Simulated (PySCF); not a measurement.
Cl₂GaH₂N, SMILES [Cl][Ga]([Cl])[NH2]. Atoms are numbered in the order given.

```xyz
6

Ga     0.0000     0.0000    -0.2664
Cl     0.0000    -1.8365     0.8194
Cl     0.0000     1.8365     0.8194
N      0.0000     0.0000    -2.0546
H      0.0000     0.8460    -2.6095
H      0.0000    -0.8460    -2.6095
```
Charge 0, spin multiplicity 1.

Geometry optimised at PBE0-D3(BJ)/def2-SVP. The structure was generated by enumeration; whether it is a known compound was not checked. The values are those of a single conformer.

Two levels are set side by side: PBE/pcSseg-1 (PySCF) and HF/pcSseg-1 (PySCF). GIAO shifts against HCl (³⁵Cl), NH3 (¹⁵N), TMS (¹H) at the same level; non-relativistic, no solvent, atoms listed together averaged. Without spin–orbit terms, shifts of atoms bonded to Cl or Br come out too high at both levels. Differences are taken from unrounded values.

```csv
quantity,HF,PBE,PBE minus HF
"δ(³⁵Cl) of Cl2, Cl3 (ppm)",-68.8,48.7,117.5
δ(¹⁵N) of N4 (ppm),19.9,56.8,36.9
"δ(¹H) of H5, H6 (ppm)",1.71,2.23,0.52
```

Rough cost on one machine, each run with all the roots and properties that it gave: HF against PBE within a factor of 2.
